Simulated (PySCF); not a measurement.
## Zinc: a sound run and one with changed settings

Sound run: Zn [Ar] 3d10 4s2, Zn⁺ [Ar] 3d10 4s1. Computed with PySCF 2.14 in 6-31G* (5s4p2d1f, 34 functions), with the non-relativistic Hamiltonian (point nucleus). In the sound run the correlated levels freeze [Ar]. The sound run starts from symmetry-adapted Hartree-Fock orbitals and uses a fine grid where one is needed.

A second run was set up differently.

```json
{"species": "Zn", "method": "MP2", "sound run (hartree)": "-1777.72777", "changed run (hartree)": "-1777.49996", "converged": "yes"}
{"species": "Zn", "method": "CCSD(T)", "sound run (hartree)": "-1777.72146", "changed run (hartree)": "-1777.51239", "converged": "yes"}
```

Ionisation energy of Zn:

```json
{"method": "UHF", "sound run (eV)": "7.401", "changed run (eV)": "7.401"}
{"method": "MP2", "sound run (eV)": "8.231", "changed run (eV)": "7.914"}
{"method": "SCS-MP2", "sound run (eV)": "8.291", "changed run (eV)": "8.017"}
{"method": "CCSD", "sound run (eV)": "8.445", "changed run (eV)": "8.252"}
{"method": "CCSD(T)", "sound run (eV)": "8.484", "changed run (eV)": "8.252"}
{"method": "CCSDT", "sound run (eV)": "n/a", "changed run (eV)": "8.252"}
{"method": "FCI", "sound run (eV)": "n/a", "changed run (eV)": "8.252"}
```

Problem. What was changed?
A. all electrons correlated in a valence basis
B. basis contracted for another Hamiltonian
C. a valence shell is frozen
D. level shift left on

Solution. C. Freezing a valence shell removes pair correlation that changes on ionisation.
